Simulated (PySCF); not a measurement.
Compound: C3H8GeO.
Numbering: `[CH3:1][C@H:2]([GeH3:3])[CH:4]=[O:5]` (hydrogens: H6, H7, H8 on C1; H9 on C2; H10, H11, H12 on Ge3; H13 on C4)

Method: PBE0-D3(BJ)/def2-SVP geometry optimisation, gas phase in PySCF; density fitting, grid level 1; the optimiser is geomeTRIC in internal coordinates, started from a GFN2-xTB structure with every atom displaced at random (about 0.01 Å).

The end geometry, which sets the zero of energy:
```
atom  x, y, z in Å
C1     -0.9361   -1.1930   -0.0874
C2     -0.2746    0.1584   -0.3472
Ge3     1.6813    0.1783   -0.0445
C4     -0.9246    1.2680    0.4316
O5     -0.3406    2.1869    0.9434
H6     -2.0284   -1.1422   -0.2326
H7     -0.5478   -1.9635   -0.7686
H8     -0.7561   -1.5397    0.9426
H9     -0.4236    0.4284   -1.4113
H10     2.2640   -1.0706   -0.7395
H11     2.3243    1.4341   -0.6493
H12     1.9709    0.0911    1.4624
H13    -2.0430    1.1944    0.5131
```

Problem. These geometries come from the run, each turned onto the end geometry. Order them by energy, lowest first.
A.
```
atom  x, y, z in Å
C1     -0.9500   -1.1784   -0.1017
C2     -0.2840    0.1639   -0.3748
Ge3     1.6738    0.1794   -0.0642
C4     -0.9182    1.2600    0.4332
O5     -0.3048    2.1977    0.8977
H6     -2.0263   -1.1607   -0.3274
H7     -0.4956   -1.9818   -0.7108
H8     -0.8383   -1.4612    0.9605
H9     -0.4230    0.4378   -1.4451
H10     2.2844   -1.0809   -0.7374
H11     2.3382    1.4460   -0.6513
H12     1.9112    0.0984    1.4607
H13    -2.0015    1.1104    0.6735
```
B.
```
atom  x, y, z in Å
C1     -0.9409   -1.1896   -0.0973
C2     -0.2791    0.1619   -0.3505
Ge3     1.6789    0.1758   -0.0517
C4     -0.9175    1.2679    0.4431
O5     -0.3368    2.2263    0.8821
H6     -2.0205   -1.1609   -0.3207
H7     -0.4954   -1.9760   -0.7233
H8     -0.8287   -1.5017    0.9533
H9     -0.4229    0.4430   -1.4121
H10     2.2581   -1.0741   -0.7475
H11     2.3298    1.4309   -0.6480
H12     1.9597    0.0841    1.4573
H13    -2.0189    1.1428    0.6281
```
C.
```
atom  x, y, z in Å
C1     -0.9490   -1.2324   -0.0888
C2     -0.3104    0.1275   -0.3862
Ge3     1.6418    0.2048   -0.0474
C4     -0.8480    1.2430    0.4183
O5     -0.2022    2.0821    0.9221
H6     -2.0472   -1.1578   -0.2815
H7     -0.5310   -1.9863   -0.7204
H8     -0.7990   -1.4814    0.9446
H9     -0.4894    0.3924   -1.4147
H10     2.3055   -0.9641   -0.7146
H11     2.2606    1.4480   -0.5764
H12     1.9455    0.0993    1.4254
H13    -2.0113    1.2554    0.5324
```
D.
```
atom  x, y, z in Å
C1     -0.9401   -1.1908   -0.0967
C2     -0.2800    0.1623   -0.3515
Ge3     1.6783    0.1749   -0.0530
C4     -0.9126    1.2590    0.4586
O5     -0.3381    2.2345    0.8665
H6     -2.0200   -1.1645   -0.3205
H7     -0.4931   -1.9780   -0.7196
H8     -0.8275   -1.5015    0.9540
H9     -0.4258    0.4454   -1.4116
H10     2.2604   -1.0692   -0.7530
H11     2.3288    1.4325   -0.6398
H12     1.9547    0.0742    1.4552
H13    -2.0193    1.1517    0.6242
```

Solution. B (0.003 eV), D (0.007 eV), A (0.029 eV), C (0.242 eV).

In the order of the answer:

```
step  E above end (eV)  largest force (eV/Å)  rms force component (eV/Å)  rms distance from end (Å)  rms bond change (Å)  bond most changed (Å)
   5             0.003                  0.10                       0.020                      0.057                0.001          C2–Ge3 +0.001
   3             0.007                  0.44                       0.087                      0.059                0.001         Ge3–H11 -0.002
   1             0.029                  1.06                       0.240                      0.076                0.007         Ge3–H11 +0.011
   0             0.242                  3.75                       0.960                      0.084                0.031         Ge3–H11 -0.049
```

What follows is the cost of the whole optimisation. Hardware: an Arm Neoverse N1 with one thread (shared host). Cost: 2.2 min of wall time, 0.50 GiB resident at most.
